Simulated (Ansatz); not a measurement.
# Ligand exchange: Sn(CH3)3Br + GaH3 → SnH(CH3)3 + GaH2Br

Species: Sn(CH3)3Br (trimethyltin bromide), singlet; GaH3 `[GaH3]`, singlet; SnH(CH3)3, singlet; GaH2Br `[GaH2][Br]`, singlet. The partners trade Br for H: Sn–Br and Ga–H bonds give way to Sn–H and Ga–Br.

Shapes, held fixed at every level: PBE0-D4/def2-TZVP. Programs: Ansatz 0.2.0. The zero-point and thermal change to 298 K, harmonic and unscaled (PBE0-D4/def2-TZVP), is +0.4 kJ/mol.

```csv
level,kind,ΔH(298 K) (kJ/mol),less CCSD(T)/def2-TZVPP
SPW92/def2-TZVPP,LDA,-19.5,-1.6
B3LYP-D4/def2-TZVPP,global hybrid,-11.5,+6.4
BHLYP-D4/def2-TZVPP,global hybrid,-11.4,+6.5
MP2/def2-SVP,perturbation theory,-16.4,+1.5
MP2/def2-TZVPP,perturbation theory,-14.1,+3.8
CCSD(T)/def2-SVP,coupled cluster or CI,-19.5,-1.6
CCSD(T)/def2-TZVPP,coupled cluster or CI,-17.9,0.0
```

The highest level, CCSD(T)/def2-TZVPP, gives ΔH(298 K) = -17.9 kJ/mol; the levels span -19.5 to -11.4. The column of differences is taken from that level and isn't an error. No measured value is set beside it here. For atoms past krypton def2 sets carry core potentials with scalar relativity. Relativity is left out for Br, Ga. Outer-core shells of Br, Ga, Sn are correlated, in sets that cover them unevenly.
